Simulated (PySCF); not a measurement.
**TlBr₂⁻, singlet: data card**

Level of theory: B3LYP/[Tl def2-SVPD with ECP60, Br def2-SVPD], scalar-relativistic core potentials, density fitting, no spin–orbit coupling, PySCF.

The structure is a higher-order saddle point with 2 imaginary modes (one degenerate set).

```
Point group                                                                   : D∞h
Bond lengths                                                                  : Tl–Br 3.068 Å (×2)
Bond angles                                                                   : Br–Tl–Br 180.0°
Lowest empty level                                                            : 1.51 eV
Principal quadrupole moments (Buckingham, traceless) about the centre of mass : -68.67, 34.33, 34.33 D Å
Principal polarisabilities                                                    : 88.1, 88.1, 197.1 bohr³
Rotational constants                                                          : 0.01135 cm⁻¹
Zero-point energy (real modes)                                                : 1.2 kJ/mol
Highest occupied level                                                        : -2.27 eV
Dipole moment about the centre of mass                                        : 0.00 D
```

Harmonic modes (masses in u: Tl 204.974, Br 78.918):
```tsv
symmetry	ω (cm⁻¹)	IR (km/mol, summed over degenerate members)	type
πu	32i	–	bend
σu+	93	108	stretch
σg+	103	0.0	stretch
```

In D∞h the vibrations span πu + σu+ + σg+. The σg+ mode carries no infrared intensity, as symmetry demands. With a centre of inversion only u modes can be infrared active and only g modes Raman active.

Charges (e); Mulliken and Löwdin values are unreliable with diffuse functions:
```json
{"atom": "Tl1", "Mulliken": "0.68", "Löwdin": "0.38", "polar tensor": "1.10", "Mayer order to Tl1": "–"}
{"atom": "Br2,3", "Mulliken": "-0.84", "Löwdin": "-0.69", "polar tensor": "-1.05", "Mayer order to Tl1": "0.33"}
```

Mulliken populations on Tl1 (electrons outside its core potential): s 3.92, p 6.33, d 10.07.

Other isomers or separated fragments may lie lower. The lowest empty level of this anion is unbound, so it and the gap depend on the basis. At this level a singlet minimum of C2v symmetry lies 23 kJ/mol below this structure. No spin–orbit coupling is included, which matters more the heavier the element.

The final relaxation and frequency run took roughly 110 core-seconds on a shared host.
